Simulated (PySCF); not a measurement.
Ligand exchange on a metal centre used in film growth or etching (Hf OH-NH2). All species are isolated molecules in the gas phase. One relaxed conformer stands for each flexible species; it need not be the lowest.

The LUMO from two functionals at the same geometries (BP86-D3(BJ)/def2-SVP), both in PySCF: PBE-D3(BJ)/def2-TZVP and TPSSh-D3(BJ)/def2-TZVP. 

```tsv
species	TPSSh-D3(BJ)/def2-TZVP (eV)
0 of 4 OH replaced by NH2 ([Hf(OH)4])	-0.13
3 of 4 OH replaced by NH2 ([Hf(OH)(NH2)3])	-0.09
4 of 4 OH replaced by NH2 ([Hf(NH2)4])	-0.10
```

Task: What does PBE-D3(BJ)/def2-TZVP give for each?

Result: 
- 0 of 4 OH replaced by NH2 ([Hf(OH)4]): -0.62
- 3 of 4 OH replaced by NH2 ([Hf(OH)(NH2)3]): -0.57
- 4 of 4 OH replaced by NH2 ([Hf(NH2)4]): -0.57
Over these rows, drawn at random from the members with no instability flagged (it was tested for open shells, ions and some series alone), PBE minus TPSSh-D3(BJ): mean -0.48 eV, from -0.48 eV to -0.48 eV.
